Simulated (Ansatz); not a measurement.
The same path of CH6BNO (10 atoms, charge 0, multiplicity 1) was run twice with different band settings. The coordinate that changes most is the height of N4 over the plane of its neighbours.

All numbers below come from Ansatz 0.2.0, RHF/def2-SVP.

Relaxed end points:

```xyz
10
Properties=species:S:1:pos:R:3
B -0.862 1.066 -1.115
O -0.748 0.350 0.005
C 0.113 -0.757 0.179
N 1.013 -0.601 1.262
H -0.191 0.801 -2.082
H -1.643 1.977 -1.127
H -0.519 -1.624 0.363
H 0.673 -0.921 -0.741
H 1.634 0.176 1.125
H 0.529 -0.467 2.131
```

```xyz
10
Properties=species:S:1:pos:R:3
B -0.885 1.084 -1.067
O -0.998 0.100 -0.165
C 0.058 -0.756 0.155
N 0.947 -0.116 1.077
H 0.110 1.194 -1.736
H -1.819 1.825 -1.204
H -0.405 -1.668 0.541
H 0.622 -1.016 -0.742
H 1.823 -0.599 1.146
H 0.546 -0.046 1.995
```

Common settings: movable images 5; climbing image yes; spring 5.0 eV/Å²; optimiser quadratic models (default); start path through a guess of the saddle point; force threshold 0.05 eV/Å; end points relaxed.

| run | iteration limit |
| --- | --- |
| 1 | 60 |
| 2 | 10 |

Problem. What does each run give, and how far can it be trusted?

Solution. Run 1: converged after 14 iterations, highest image 0.203 eV above the first end. A vibrational analysis at the climbing image gives one clearly imaginary mode, 544i cm⁻¹: a first-order saddle point.
Run 2: not converged after 10 iterations, highest image 0.204 eV above the first end. The band didn't meet its force threshold, so its energies are provisional: the largest band force was still 0.13 eV/Å, and over the last iterations the top stayed at 0.21 eV.
